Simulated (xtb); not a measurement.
CH3AlF2, charge -1, doublet, at a GFN2-xTB geometry (such geometries of metal compounds can be far from the true shape) (a state made from the parent by changing its charge; the spin is typed, not shown lowest); GFN2-xTB (xtb).

xtb was given this input:
```
$ xtb mol.xyz --gfn 2 --chrg -1 --uhf 1 --opt --json

# file mol.xyz
7

Al    -0.09872105     0.19641926    -0.09578282
C     -1.57962885    -1.37604475    -0.01850943
H     -1.23342710    -2.24873298    -0.58545741
H     -2.57917316    -1.13168583    -0.40383831
H     -1.71963316    -1.71213550     1.01604952
F      0.54738745     1.82327043    -0.44471816
F      1.26298812    -0.62378461     0.59243810
```

What the program printed (banner, timings and long lists left out):

```
   ID    Z sym.   atoms
    1   13 Al     1
    2    6 C      2
    3    1 H      3-5
    4    9 F      6, 7

           -------------------------------------------------
          |                Calculation Setup                |
           -------------------------------------------------

           -------------------------------------------------
          |                 G F N 2 - x T B                 |
           -------------------------------------------------

          ...................................................
          :                      SETUP                      :
          :.................................................:
          :  # basis functions                  25          :
          :  # atomic orbitals                  24          :
          :  # shells                           12          :
          :  # electrons                        25          :
          :  max. iterations                   250          :
          :  Hamiltonian                  GFN2-xTB          :
          :  restarted?                      false          :
          :  GBSA solvation                  false          :
          :  PC potential                    false          :
          :  electronic temp.          300.0000000     K    :
          :  accuracy                    1.0000000          :
          :  -> integral cutoff          0.2500000E+02      :
          :  -> integral neglect         0.1000000E-07      :
          :  -> SCF convergence          0.1000000E-05 Eh   :
          :  -> wf. convergence          0.1000000E-03 e    :
          :  Broyden damping             0.4000000          :
          :  net charge                         -1          :
          :  unpaired electrons                  1          :
          ...................................................

 iter      E             dE          RMSdq      gap      omega  full diag
   1    -14.5547036 -0.145547E+02  0.702E+00    1.32       0.0  T
   2    -14.5680731 -0.133694E-01  0.372E+00    1.90       1.0  T
   3    -14.5749855 -0.691240E-02  0.232E+00    2.22       1.0  T
   4    -14.5772476 -0.226213E-02  0.105E+00    2.67       1.0  T
   5    -14.5773368 -0.892346E-04  0.341E-01    2.70       1.0  T
   6    -14.5774298 -0.930113E-04  0.820E-02    2.66       1.0  T
   7    -14.5774348 -0.492116E-05  0.501E-02    2.66       1.0  T
   8    -14.5774338  0.907043E-06  0.213E-02    2.66       1.8  T
[...]
         :: total energy             -14.514805244840 Eh    ::
 * total energy  :   -14.5148052 Eh     change       -0.6870948E-11 Eh
   *** GEOMETRY OPTIMIZATION CONVERGED AFTER 1 ITERATIONS ***
         :: total energy             -14.514805244847 Eh    ::
[...]
             Fermi-level           -0.0560816 Eh           -1.5261 eV

     #   Z          covCN         q      C6AA      α(0)
     1  13 Al       2.128     0.219   152.344    28.712
     2   6 C        3.558    -0.209    25.734     7.401
     3   1 H        0.924    -0.048     4.040     3.143
     4   1 H        0.923    -0.065     4.468     3.306
     5   1 H        0.924    -0.048     4.040     3.143
     6   9 F        0.669    -0.437    14.015     4.419
     7   9 F        0.671    -0.412    13.697     4.369

 Mol. C6AA /au·bohr⁶  :        899.386451
 Mol. C8AA /au·bohr⁸  :      37670.094739
 Mol. α(0) /au        :         54.492959

Wiberg/Mayer (AO) data.
largest (>0.10) Wiberg bond orders for each atom

 ---------------------------------------------------------------------------
     #   Z sym  total        # sym  WBO       # sym  WBO       # sym  WBO
 ---------------------------------------------------------------------------
     1  13 Al   2.904 --     7 F    1.028     6 F    0.976     2 C    0.818
     2   6 C    3.753 --     4 H    0.968     5 H    0.966     3 H    0.966
                             1 Al   0.818
     3   1 H    0.998 --     2 C    0.966
     4   1 H    0.996 --     2 C    0.968
     5   1 H    0.998 --     2 C    0.966
     6   9 F    1.014 --     1 Al   0.976
     7   9 F    1.058 --     1 Al   1.028
 ---------------------------------------------------------------------------

Topologies differ in total number of bonds
Writing topology from bond orders to xtbtopo.mol

molecular dipole:
                 x           y           z       tot (Debye)
 q only:       -0.269       0.103      -0.116
   full:       -0.576      -0.209      -0.105       1.580
molecular quadrupole (traceless):
                xx          xy          yy          xz          yz          zz
 q only:       -2.026      -5.531      -4.771      -1.202       2.613       6.798
  q+dip:       -1.334      -3.563      -4.228      -1.285       2.624       5.562
   full:       -1.143      -4.153      -4.616      -1.069       2.618       5.759

optimized geometry written to: xtbopt.xyz

           -------------------------------------------------
          | TOTAL ENERGY              -14.514805244847 Eh   |
          | GRADIENT NORM               0.000027178340 Eh/α |
          | HOMO-LUMO GAP               2.660155777392 eV   |
           -------------------------------------------------

normal termination of xtb
```
